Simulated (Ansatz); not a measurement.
Basis-set series for `NB(O)F`. Total charge 0; spin multiplicity 1. The structure was optimised at the PBE0-D4/def2-TZVP level. It is one conformer, not always the lowest.

```json
{"functional": "PBE0-D4", "basis": "def2-TZVPP", "functions": "166", "energy (Eh)": "-256.48069", "HOMO (eV)": "-8.12", "LUMO (eV)": "0.40"}
{"functional": "PBE0-D4", "basis": "def2-QZVPP", "functions": "318", "energy (Eh)": "-256.49542", "HOMO (eV)": "-8.18", "LUMO (eV)": "0.14"}
{"functional": "ωB97M-V", "basis": "def2-TZVPP", "functions": "166", "energy (Eh)": "-256.67629", "HOMO (eV)": "-10.53", "LUMO (eV)": "1.72"}
{"functional": "ωB97M-V", "basis": "def2-QZVPP", "functions": "318", "energy (Eh)": "-256.69022", "HOMO (eV)": "-10.59", "LUMO (eV)": "1.32"}
```

**Question.** Give the rows for def2-SVP. (Best estimate.)

**Answer.** Ansatz gave: 
```
functional     basis  functions  energy (Eh)  HOMO (eV)  LUMO (eV)
   PBE0-D4  def2-SVP         71   -256.17061      -7.85       1.28
   ωB97M-V  def2-SVP         71   -256.35897     -10.26       2.89
```

Positive LUMOs are unbound and depend on the basis.
